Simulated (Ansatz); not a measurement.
Steps of a relaxation of `C/C(N)=C\[SiH3]` with RKS PBE0-D4/def2-TZVP.

```sh
$ ansatz run in.yaml --threads 4 --pin off --events-out ev --progress --plain --max-ram 10444MiB
```

```yaml
crystal:
  periodic: [false, false, false]
  atoms:
    - {symbol: C, position_ang: [-1.363664, -0.509365, 0.443085]}
    - {symbol: C, position_ang: [0.110732, -0.328030, 0.705588]}
    - {symbol: N, position_ang: [0.514684, -0.806862, 1.939837]}
    - {symbol: C, position_ang: [0.955263, 0.305239, -0.166446]}
    - {symbol: Si, position_ang: [0.478833, 1.085826, -1.784170]}
    - {symbol: H, position_ang: [-1.666649, -0.090583, -0.534265]}
    - {symbol: H, position_ang: [-1.637411, -1.586797, 0.448028]}
    - {symbol: H, position_ang: [-1.965131, -0.013371, 1.234239]}
    - {symbol: H, position_ang: [1.519949, -0.888672, 2.099289]}
    - {symbol: H, position_ang: [-0.035208, -1.559551, 2.355420]}
    - {symbol: H, position_ang: [2.018197, 0.378673, 0.129114]}
    - {symbol: H, position_ang: [1.714945, 1.656849, -2.427474]}
    - {symbol: H, position_ang: [-0.520740, 2.212811, -1.646619]}
    - {symbol: H, position_ang: [-0.136699, 0.114833, -2.766926]}
basis:
  gaussian: {orbitals: def2-TZVP}
hamiltonian: {xc: pbe0, dispersion: d4}
relax: {f_tol: 0.005, max_steps: 150}
```

Positions (Å) and forces (eV/Å) along the path, 7 of 7 steps:

```xyz
14
step=1 energy=-12618.1776 eV
C    -1.364   -0.509    0.443   -0.199   -0.025   -0.003
C     0.111   -0.328    0.706    0.390    0.315   -0.468
N     0.515   -0.807    1.940    0.159   -0.317   -0.003
C     0.955    0.305   -0.166   -0.264   -0.333    0.566
Si    0.479    1.086   -1.784   -0.039    0.009   -0.013
H    -1.667   -0.091   -0.534    0.188   -0.195    0.475
H    -1.637   -1.587    0.448    0.164    0.503    0.000
H    -1.965   -0.013    1.234    0.319   -0.228   -0.378
H     1.520   -0.889    2.099   -0.647    0.044   -0.137
H    -0.035   -1.560    2.355    0.341    0.471   -0.300
H     2.018    0.379    0.129   -0.527   -0.046   -0.132
H     1.715    1.657   -2.427   -0.245   -0.131    0.152
H    -0.521    2.213   -1.647    0.221   -0.256    0.001
H    -0.137    0.115   -2.767    0.140    0.188    0.239
14
step=2 energy=-12618.2352 eV
C    -1.353   -0.502    0.434   -0.053   -0.011    0.011
C     0.112   -0.321    0.696    0.070    0.102   -0.151
N     0.512   -0.797    1.926    0.046   -0.120    0.033
C     0.948    0.304   -0.162   -0.050   -0.066    0.112
Si    0.469    1.077   -1.770    0.031   -0.031    0.061
H    -1.646   -0.089   -0.535    0.040   -0.060    0.136
H    -1.620   -1.569    0.441    0.043    0.149   -0.001
H    -1.946   -0.008    1.215    0.090   -0.068   -0.112
H     1.506   -0.885    2.078   -0.155    0.020   -0.033
H    -0.032   -1.546    2.330    0.075    0.117   -0.067
H     1.999    0.375    0.131   -0.148   -0.005   -0.043
H     1.698    1.638   -2.402   -0.069   -0.021    0.016
H    -0.521    2.190   -1.621    0.052   -0.062   -0.013
H    -0.138    0.104   -2.732    0.029    0.055    0.051
14
step=3 energy=-12618.2392 eV
C    -1.350   -0.500    0.434    0.010   -0.002    0.002
C     0.112   -0.319    0.694   -0.016   -0.007   -0.015
N     0.510   -0.798    1.921    0.005   -0.013    0.006
C     0.946    0.305   -0.160    0.006    0.024   -0.018
Si    0.471    1.073   -1.764   -0.004   -0.004    0.019
H    -1.644   -0.090   -0.531   -0.004    0.003   -0.008
H    -1.614   -1.562    0.442   -0.001   -0.008    0.001
H    -1.940   -0.007    1.212   -0.003    0.006    0.006
H     1.501   -0.887    2.072    0.006    0.005    0.001
H    -0.033   -1.544    2.321   -0.009    0.004    0.002
H     1.992    0.379    0.135    0.009   -0.003   -0.001
H     1.691    1.636   -2.404    0.005   -0.002    0.002
H    -0.518    2.181   -1.620   -0.005    0.008    0.003
H    -0.137    0.104   -2.723    0.001   -0.011    0.000
14
step=4 energy=-12618.2393 eV
C    -1.349   -0.500    0.433    0.002    0.000    0.001
C     0.112   -0.319    0.693   -0.007    0.007    0.004
N     0.510   -0.798    1.920    0.005   -0.015   -0.004
C     0.947    0.306   -0.160    0.008    0.000   -0.005
Si    0.470    1.074   -1.763    0.002   -0.004    0.004
H    -1.643   -0.090   -0.533   -0.002    0.000   -0.003
H    -1.614   -1.562    0.442    0.000   -0.002    0.000
H    -1.939   -0.006    1.210   -0.002    0.002    0.001
H     1.501   -0.887    2.073    0.001    0.004    0.001
H    -0.035   -1.543    2.322   -0.005    0.003    0.001
H     1.993    0.377    0.133    0.000    0.004    0.003
H     1.690    1.636   -2.403    0.000    0.002   -0.002
H    -0.519    2.182   -1.618   -0.001    0.000   -0.001
H    -0.137    0.102   -2.720   -0.003    0.000   -0.001
14
step=5 energy=-12618.2393 eV
C    -1.349   -0.500    0.433    0.011   -0.020   -0.006
C     0.112   -0.319    0.692   -0.007    0.004    0.014
N     0.511   -0.802    1.918   -0.003   -0.003    0.000
C     0.947    0.307   -0.159    0.003    0.005   -0.010
Si    0.470    1.075   -1.763    0.003   -0.003    0.008
H    -1.643   -0.096   -0.535   -0.003    0.002   -0.005
H    -1.614   -1.562    0.448   -0.006    0.002   -0.002
H    -1.939   -0.002    1.208   -0.002    0.008    0.007
H     1.501   -0.888    2.074    0.003   -0.001   -0.002
H    -0.036   -1.544    2.321    0.000    0.002    0.000
H     1.993    0.380    0.134    0.005    0.001    0.002
H     1.690    1.636   -2.404    0.001    0.001   -0.002
H    -0.518    2.184   -1.618   -0.002    0.002   -0.001
H    -0.138    0.103   -2.719   -0.003   -0.001   -0.001
14
step=6 energy=-12618.2393 eV
C    -1.349   -0.500    0.432    0.003   -0.006   -0.002
C     0.113   -0.319    0.692    0.001   -0.008    0.004
N     0.511   -0.803    1.918   -0.002    0.002   -0.001
C     0.948    0.308   -0.159    0.000    0.004    0.000
Si    0.470    1.075   -1.762    0.001   -0.001    0.001
H    -1.642   -0.098   -0.536    0.000    0.001    0.000
H    -1.615   -1.562    0.449   -0.001    0.004    0.000
H    -1.938    0.000    1.206   -0.002    0.002    0.001
H     1.501   -0.889    2.073   -0.001    0.000   -0.001
H    -0.037   -1.544    2.321    0.001    0.002    0.000
H     1.994    0.380    0.134    0.000    0.001    0.001
H     1.690    1.636   -2.404   -0.001    0.000   -0.001
H    -0.519    2.184   -1.618    0.000    0.000    0.000
H    -0.140    0.102   -2.717   -0.001    0.000    0.000
14
step=7 energy=-12618.2393 eV
C    -1.348   -0.500    0.431   -0.002    0.000   -0.001
C     0.113   -0.320    0.692    0.002    0.001    0.002
N     0.511   -0.804    1.917   -0.001    0.002   -0.002
C     0.948    0.308   -0.159    0.000    0.000    0.002
Si    0.470    1.075   -1.762   -0.001    0.000   -0.003
H    -1.641   -0.099   -0.538    0.001   -0.001    0.002
H    -1.616   -1.562    0.450    0.001    0.001    0.001
H    -1.937    0.002    1.204    0.001   -0.001   -0.002
H     1.501   -0.890    2.074   -0.001   -0.001    0.000
H    -0.037   -1.544    2.322    0.001   -0.001    0.000
H     1.994    0.382    0.136   -0.001   -0.001    0.000
H     1.689    1.636   -2.405    0.000   -0.001    0.000
H    -0.519    2.184   -1.618    0.001    0.000    0.001
H    -0.141    0.103   -2.716    0.000    0.000    0.001
```

Run time 36 s (4 threads of a server CPU on a shared host); peak host memory 0.6 GiB.
